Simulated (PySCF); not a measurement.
## Assignment exercise: C$_{2}$H$_{14}$OSi$_{5}$

Geometry:
```tsv
atom	x (Å)	y (Å)	z (Å)
C1	0.393	1.201	-2.142
Si2	0.200	-0.639	-1.665
Si3	-1.743	-1.101	-0.359
C4	-2.560	0.520	0.242
Si5	-0.382	-2.081	1.319
Si6	1.535	-1.375	0.148
O7	2.157	-0.054	0.913
Si8	2.046	1.407	1.574
H9	1.338	1.391	-2.644
H10	-0.402	1.543	-2.799
H11	0.370	1.820	-1.248
H12	0.360	-1.376	-2.939
H13	-2.863	-1.878	-0.931
H14	-3.330	0.338	0.986
H15	-3.020	1.069	-0.576
H16	-1.817	1.171	0.695
H17	-0.590	-1.637	2.708
H18	-0.516	-3.544	1.432
H19	2.778	-2.153	0.036
H20	2.442	2.378	0.556
H21	2.945	1.396	2.722
H22	0.650	1.621	1.973
```

Level of theory: geometry from GFN2-xTB, shielding tensors at PBE0/pcSseg-1 (GIAO), in PySCF 2.14 (relativity neglected, averaged over atoms made equivalent by symmetry, fast rotation or ring inversion, single conformer, gas phase).

Shifts are taken against calculated references (same method and geometry level): ¹³C, ¹H vs TMS.

Q: Assign these signals to the numbered atoms. ¹³C{¹H} NMR (computed): δ -6.7 (CH3), -7.3 (CH3).

A: 
| δ (ppm) | atoms | environment | reason |
| --- | --- | --- | --- |
| -6.7 | C1 | methyl carbon bonded to Si | an electropositive neighbour leaves it electron-rich and shielded |
| -7.3 | C4 | methyl carbon bonded to Si | – |

C1 and C4 lie closer than the usual error of such a calculation, so a measured spectrum could show them in the other order.

Q: Assign these signals to the numbered atoms. ¹H NMR (400 MHz, computed): δ 6.66 (m, 1H), 5.10 (s, 3H), 4.78 (m, 1H), 4.70 (m, 1H), 4.19 (m, 1H), 3.99 (m, 1H), 0.55 (d, 3H), 0.53 (d, 3H).

A: 
| δ (ppm) | atoms | environment | reason |
| --- | --- | --- | --- |
| 6.66 | H19 | hydrogen on a silicon bonded to O, 2 Si, in a 4-membered ring | – |
| 5.10 | H20/H21/H22 | hydrogen on a silicon bonded to O | – |
| 4.78 | H12 | hydrogen on a silicon bonded to C, 2 Si, in a 4-membered ring | – |
| 4.70 | H13 | hydrogen on a silicon bonded to C, 2 Si, in a 4-membered ring | – |
| 4.19 | H17 | hydrogen on a silicon bonded to 2 Si, in a 4-membered ring | – |
| 3.99 | H18 | hydrogen on a silicon bonded to 2 Si, in a 4-membered ring | – |
| 0.55 | H9/H10/H11 | hydrogen on a methyl carbon bonded to Si | an electropositive neighbour shields it, as in TMS itself |
| 0.53 | H14/H15/H16 | hydrogen on a methyl carbon bonded to Si | – |

H12 and H13; H9/H10/H11 and H14/H15/H16 lie closer than the usual error of such a calculation, so a measured spectrum could show them in the other order.

Shifts are as computed. Against solution values, carbons near 30 ppm lie about +3 ppm off and those near 130 ppm about +5 ppm. Of 1211 compounds with measured shifts, 218 miss one by over three times the rms of a fit or turn the order of signals round; such compounds aren't used in these exercises. No couplings were computed; multiplicities are counted from neighbouring protons, with m where these are inequivalent, close in shift, in a saturated or five-membered ring or joined by F or P, and br s for small geminal =CH2 splittings.
